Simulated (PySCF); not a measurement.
**From a log to its input**

A PySCF 2.14 run on the atoms Zn 0 0 0; N 0 0 1.845 (angstrom) printed this (some set-up lines and the per-cycle HOMO/LUMO lines with their warnings removed):

```
PySCF version 2.14.0

[INPUT] verbose = 4
[INPUT] num. atoms = 2
[INPUT] num. electrons = 37
[INPUT] charge = 0
[INPUT] spin (= nelec alpha-beta = 2S) = 3
[INPUT] symmetry False subgroup None
[INPUT] Mole.unit = angstrom

nuclear repulsion = 60.231552462439
number of shells = 20
number of NR pGTOs = 106
number of NR cGTOs = 54
basis = def2-svpd
ecp = {}

******** <class 'pyscf.scf.uhf.UHF'> ********
method = UHF
initial guess = minao
damping factor = 0
level_shift factor = 0
DIIS = <class 'pyscf.scf.diis.CDIIS'>
diis_start_cycle = 1
diis_space = 8
diis_damp = 0
SCF conv_tol = 1e-09
SCF conv_tol_grad = None
SCF max_cycles = 50
direct_scf = True
direct_scf_tol = 1e-13
number electrons alpha = 20  beta = 17
Set gradient conv threshold to 3.16228e-05
init E= -1831.16498468734

cycle= 1 E= -1831.81590048543  delta_E= -0.651  |g|= 0.224  |ddm|= 1.25
cycle= 2 E= -1831.85885714527  delta_E= -0.043  |g|= 0.114  |ddm|= 0.433
cycle= 3 E= -1831.86759481779  delta_E= -0.00874  |g|= 0.0376  |ddm|= 0.164
cycle= 4 E= -1831.87075576477  delta_E= -0.00316  |g|= 0.0111  |ddm|= 0.15
cycle= 5 E= -1831.87111204871  delta_E= -0.000356  |g|= 0.0049  |ddm|= 0.056
cycle= 6 E= -1831.87116863662  delta_E= -5.66e-05  |g|= 0.00365  |ddm|= 0.0159
cycle= 7 E= -1831.87120659696  delta_E= -3.8e-05  |g|= 0.00258  |ddm|= 0.0135
cycle= 8 E= -1831.87125009134  delta_E= -4.35e-05  |g|= 0.00077  |ddm|= 0.0275
cycle= 9 E= -1831.87125352742  delta_E= -3.44e-06  |g|= 0.000185  |ddm|= 0.0083
cycle= 10 E= -1831.87125363505  delta_E= -1.08e-07  |g|= 4.44e-05  |ddm|= 0.00128
cycle= 11 E= -1831.87125364097  delta_E= -5.92e-09  |g|= 1.16e-05  |ddm|= 0.000335
cycle= 12 E= -1831.87125364113  delta_E= -1.57e-10  |g|= 4.99e-06  |ddm|= 4.6e-05
Extra cycle  E= -1831.87125364116  delta_E= -3.16e-11  |g|= 2.33e-06  |ddm|= 1.06e-05
converged SCF energy = -1831.87125364116  <S^2> = 3.7893528  2S+1 = 4.0196282

******** <class 'pyscf.mp.ump2.UMP2'> ********
nocc = (np.int64(14), np.int64(11)), nmo = (48, 48)
frozen orbitals 6
E(UMP2) = -1832.32927782345  E_corr = -0.458024182284868
E(SCS-UMP2) = -1832.28476974307  E_corr = -0.413516101907145
E_corr(same-spin) = -0.157053365578496
E_corr(oppo-spin) = -0.300970816706372
Dipole moment(X, Y, Z, Debye): -0.00000,  0.00000, -1.91426
orbital energies (hartree): [array([-0.5096, -0.4913, -0.2986,  0.048 ,  0.048 ,  0.0898]), array([-0.8114, -0.7312, -0.3486,  0.0228,  0.0424,  0.0424])]
```

Task: Write the input that gave this log.

Result: The input was:

```python
from pyscf import gto, scf, mp

mol = gto.M(
    atom='Zn 0 0 0; N 0 0 1.845',
    basis='def2-svpd',
    charge=0,
    spin=3,
    verbose=4,
)
mf = scf.UHF(mol)
mf.kernel()
mp.MP2(mf, frozen=6).kernel()
mf.dip_moment()
print('orbital energies (hartree):', [e[max(0, n-3):n+3].round(4) for e, n in zip(mf.mo_energy, mol.nelec)])
```

The bond length is a typed value, not an optimised one. No search for the lowest solution was made.
